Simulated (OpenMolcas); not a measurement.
A calculation on La⁺.

| Quantity | Value |
| --- | --- |
| Program | OpenMolcas |
| Method | MS-CASPT2, IPEA 0.25 Eh, imaginary shift 0.1 Eh (closed shells correlated: 5s 5p) |
| Basis | ANO-RCC-VTZP [8s7p5d3f2g1h] |
| Scalar Hamiltonian | DKH2, point nucleus |
| Active space | 2 electrons in 6 orbitals (5d 6s) |
| State averaging | 2S+1 = 3 even, 15 roots; 2S+1 = 1 even, 21 roots |
| Spin-orbit coupling | RASSI with atomic mean-field integrals over the reference wave functions, term energies averaged over their components |

Which level of the active space comes out lowest?

5d2 3F2, with 81 % of that term; it is also the measured ground level.

How high does 5d 6s 1D2 lie?

1.207 eV above the lowest level.

How high does 5d2 3P0 lie?

0.782 eV above the lowest level; measured 0.6509 eV above the ground level, so the calculation is off by +20 %.

How high does 5d2 3F4 lie?

0.259 eV above the lowest level; measured 0.2443 eV above the ground level, so the calculation is off by +6 %.

The level at 0.1780 eV has J = 2. What is it made of, and what is its g factor?

75 % 5d2 1D2, 18 % 5d2 3F, 5 % 5d 6s 3D; g = 0.950, against 1.000 from Landé's formula for the pure leading term.

Measured values: NIST Handbook of Basic Atomic Spectroscopic Data.

CASPT2 breaks the degeneracy within a term, and the mean is taken; among the terms shown or strongly mixed into the levels shown the widest spread is 570 cm-1 (5d2 3F). Over all roots computed the reference weight is 0.85 to 0.93; the roots of lowest weight are the least certain, and an intruder state may touch them. Configurations are named by rounded mean occupations; where the s occupation lies near a half they are strongly mixed, a name can repeat and a true partner stay unpaired. A single d shell beside an s shell can misplace configurations of different d count against each other. The CASPT2 spread within a term exceeds the gap to the next term for 5d2 1D and 5d2 3F, so the order of their levels is uncertain, and so are names and mixing where such terms share a J. Some terms miss by over 15 % even with CASPT2, which points to a basis or an active space too small for the shells correlated. Measured partners are found by configuration, term and J. A level has none where our copy of the source lacks it or the pairing is in doubt (some pairs that miss far off the trend of their configuration count as doubtful), and it then counts in no deviation. Only configurations of the active space appear.
